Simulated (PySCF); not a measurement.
**Stationary points of SiBr₂⁺**

All numbers come from PBE0/[Si def2-TZVP, Br def2-TZVP], no relativity, density fitting, PySCF.

Relaxations began from a few typed shapes; open shells are unrestricted. The search is not exhaustive: other isomers or separated fragments can lie lower, and high-lying points may rest on an excited occupation.

Which is the lowest minimum found?
A. doublet C2v: Si–Br 2.128 Å (×2); Br–Si–Br 123.4°
B. doublet D∞h: Si–Br 2.183 Å (×2); Br–Si–Br 180.0°

A. The others lie at 85.3 (doublet D∞h, a saddle point) kJ/mol above it.
